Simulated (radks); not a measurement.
These are the eigenvalues of the occupied orbitals of an atom or ion with whole-number occupations (eV). Method: non-relativistic Kohn-Sham, PBE, spin-polarised, spherical densities, point nucleus; computed with a radial shooting solver on a logarithmic mesh with Libxc functionals.

| orbital | eigenvalue |
|---|---|
| 1s up | -8132.632 |
| 1s down | -8132.610 |
| 2s up | -973.5360 |
| 2s down | -972.3958 |
| 2p up | -851.1001 |
| 2p down | -850.2432 |
| 3s up | -119.5990 |
| 3s down | -117.3220 |
| 3p up | -82.2590 |
| 3p down | -80.0037 |
| 3d up | -20.6036 |
| 3d down | -18.4319 |
| 4p up | -8.8289 |

Which element is it, and in what charge state? The configuration may be excited. Open shells, if any, are filled with parallel spins first.

Answer. Z = 28, nickel, charge +1: Ni+ in [Ar] 3d8 4p1. The list shows which subshells hold electrons but not how many an open one holds; the 1s level, -298.87 hartree, gives Z - s = 24.4 by -(Z - s)^2/2, which with screening narrows Z to a few neighbours, and the depths of the outer levels then fix element, charge and occupations together.
